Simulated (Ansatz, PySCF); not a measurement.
CH9FN2Si2, SMILES N[SiH2]N[SiH2]CF.

Geometry: B3LYP-D3(BJ)/def2-SVP. This is a generated structure with no PubChem entry under its InChIKey; it may be hypothetical. Other conformers were not sampled.

Vertical ionisation energy (IE) and electron affinity (EA) in eV. Rows of orbital energies are one-electron estimates. Where ΔSCF, EOM or ADC give a negative EA the extra electron is unbound and the value depends on the basis.

```csv
level,IE,EA
"−ε(HOMO), −ε(LUMO), ωB97X/def2-TZVP (PySCF)",9.79,-2.20
"−ε(HOMO), −ε(LUMO), PBE/def2-TZVP (PySCF)",6.02,0.68
"ΔSCF, PBE0/def2-SVPD (Ansatz), final states of multiplicity 2 and 2",9.17,-1.30
"ΔSCF, PBE/def2-SVPD (Ansatz), final states of multiplicity 2 and 2",8.64,-1.06
```

### Question
What vertical singlet–triplet gap does ΔSCF give with PBE0/def2-SVPD (Ansatz, an electronic-structure program) and with PBE/def2-SVPD (Ansatz)? (Estimate from the structure and the level; the computed values follow.)

### Answer
5.87 and 5.24 eV (triplet above singlet where positive).
